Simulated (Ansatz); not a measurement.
Ideal-gas functions of `OC1[SiH2]S1` at 800 K and 1 bar, from an Ansatz frequency run at PBE0-D4/def2-TZVP.

Molar mass 92.2 g/mol, point group C1 (symmetry number 1), electronic degeneracy 1, moments of inertia 82.065, 111.786, 174.518 u Å². Harmonic wavenumbers (cm⁻¹, unscaled): 263, 292, 397, 502, 548, 577, 598, 691, 775, 952, 990, 1137, 1252, 1383, 2248, 2271, 3116, 3821.

Use S(trans) = R[1.5 ln M + 2.5 ln T − 1.1517]; rotational temperatures θ = 24.2544 K / I; S(rot) = R[ln(√π/σ · √(T³/θAθBθC)) + 1.5]; for each mode x = 1.438777 ν̃/T, S = R[x/(eˣ − 1) − ln(1 − e⁻ˣ)] and H = RT x/(eˣ − 1); 1 cm⁻¹ = 0.0119627 kJ/mol; R = 8.31446 J/(mol·K).

**Question.** By hand: the entropy, in J/(mol·K).

**Answer.** Translation 185.8. Rotation: θ = 0.2956, 0.217, 0.139 K, giving 120.2. Vibration, mode by mode: 14.62, 13.76, 11.29, 9.44, 8.76, 8.37, 8.10, 7.02, 6.20, 4.79, 4.54, 3.68, 3.13, 2.60, 0.75, 0.72, 0.20, 0.07, in all 108.0. Electronic 0.0. Sum 414.0 J/(mol·K).

**Question.** By hand: H − E and G − E in kJ/mol, counted from the electronic energy.

**Answer.** Zero-point energy ½ × 21813 × 0.0119627 = 130.5; thermal vibration 48.0; translation, rotation and pV give 4 RT = 26.6. H − E = 205.1 kJ/mol, and G − E = 205.1 − 800 × 414.0/1000 = -126.1 kJ/mol.

Vibration gives 26 % of the entropy. The sum counts one conformer and one mirror image; others add a mixing term.
